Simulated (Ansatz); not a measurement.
Consider the redistribution: `[BH2][GaH][OH]` + `C=[CH][GeH3]` → `[OH][GaH][GeH3]` + `BC=C`.

Program: Ansatz. Geometries: PBE0-D4/def2-TZVP. ΔE: electronic, gas phase. CCSD(T)/CBS adds triple-zeta CCSD(T) − MP2 to the extrapolated MP2 energy (def2 sets, frozen cores). For Ga, Ge outer-core shells are correlated without core-valence functions, which leaves a few kJ/mol of doubt a bond. Scalar relativity is left out up to krypton. One conformer a species, not always the lowest.

```
          species  CCSD(T)/CBS(def2) energy (Eh)
 `[BH2][GaH][OH]`                    -2026.29567
   `C=[CH][GeH3]`                    -2155.78858
`[OH][GaH][GeH3]`                    -4078.25778
           `BC=C`                     -103.86193
```

Question: Work out ΔE.

Answer: ΔE = (-4078.25778) + (-103.86193) − (-2026.29567) − (-2155.78858) = -0.03546 Eh = -22.3 kcal/mol.

Largest T1 diagnostic among the species: 0.015.

Leaving LDA and LC-ωPBE aside and taking each functional with its dispersion term where it has one, the values, not all of them listed here, spread over 2.3 kcal/mol, from BHLYP-D4 to ωB97X-V. At CCSD(T), def2-SVP lies −1.6 kcal/mol from the extrapolated value and def2-TZVPP +0.1 kcal/mol.
